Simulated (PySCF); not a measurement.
# Dipole response of Li⁻ (lithium, charge -1)

[He] 2s2, closed-shell 1S. Calculation: PySCF 2.14, in dyall-acv3z; no relativity, point nucleus. Coupled (time-dependent) response in atomic units; α is the mean over directions.

| method | mean α (bohr³) | C₆ (like pair) | S(−4) |
| --- | --- | --- | --- |
| UHF | 1147 | 32310 | 1387000 |
| wB97X | 855.5 | 22810 | 553000 |

S(−4) is the Cauchy moment in α(ω) = α(0) + S(−4) ω² + …

α(iu) at UHF:

```json
{"u (hartree)": "0", "α(iu) (bohr³)": "1147"}
{"u (hartree)": "0.0500", "α(iu) (bohr³)": "368.2"}
{"u (hartree)": "0.100", "α(iu) (bohr³)": "141.4"}
{"u (hartree)": "0.200", "α(iu) (bohr³)": "42.64"}
{"u (hartree)": "0.300", "α(iu) (bohr³)": "20.03"}
{"u (hartree)": "0.500", "α(iu) (bohr³)": "7.618"}
{"u (hartree)": "0.750", "α(iu) (bohr³)": "3.557"}
{"u (hartree)": "1.00", "α(iu) (bohr³)": "2.093"}
{"u (hartree)": "1.50", "α(iu) (bohr³)": "1.014"}
{"u (hartree)": "2.00", "α(iu) (bohr³)": "0.6163"}
{"u (hartree)": "3.00", "α(iu) (bohr³)": "0.3095"}
{"u (hartree)": "5.00", "α(iu) (bohr³)": "0.1284"}
```

For an ion, C₆ is the dispersion term alone; charge-induced terms of lower order in 1/R come first.
